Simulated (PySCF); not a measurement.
SMILES C([SiH2]C)CB(O)O (C3H11BO2Si), singlet, GFN2-xTB optimised geometry.

```
18

Si    -0.73     2.19    -0.39
C     -1.29     2.56     1.39
C      0.22     0.54    -0.45
C     -0.62    -0.67     0.00
B      0.18    -2.06     0.00
O      1.53    -2.06     0.00
O     -0.45    -3.27     0.02
H      0.14     3.27    -0.86
H     -1.92     2.12    -1.26
H     -2.00     1.82     1.75
H     -1.77     3.53     1.45
H     -0.44     2.56     2.08
H      0.57     0.35    -1.47
H      1.11     0.58     0.17
H     -0.98    -0.48     1.01
H     -1.51    -0.74    -0.63
H      1.92    -2.93     0.01
H     -1.40    -3.25     0.02
```

Density from CAM-B3LYP/def2-SVP (PySCF) at that geometry.

Minimum of the electron density along straight lines between bonded atoms, close to the bond critical point (lines longer than 1.1 times the sum of covalent radii, or with two minima, are not listed):

```csv
bond,length / Å,ρ at the minimum / e bohr⁻³,∇²ρ there / e bohr⁻⁵,position (fraction from the first atom)
Si1–C2,1.901,0.111,0.33,0.38
Si1–C3,1.902,0.114,0.31,0.38
C3–C4,1.534,0.236,-0.52,0.50
C4–B5,1.602,0.180,-0.25,0.68
B5–O6,1.347,0.210,1.16,0.33
B5–O7,1.366,0.199,1.09,0.33
Si1–H8,1.470,0.116,0.33,0.49
Si1–H9,1.472,0.115,0.32,0.49
C2–H10,1.087,0.272,-0.98,0.63
C2–H11,1.086,0.272,-0.98,0.63
C2–H12,1.087,0.272,-0.98,0.63
C3–H13,1.091,0.272,-0.97,0.62
C3–H14,1.090,0.273,-0.98,0.63
C4–H15,1.094,0.269,-0.94,0.62
C4–H16,1.094,0.270,-0.95,0.62
O6–H17,0.958,0.355,-2.43,0.82
O7–H18,0.955,0.359,-2.47,0.82
```
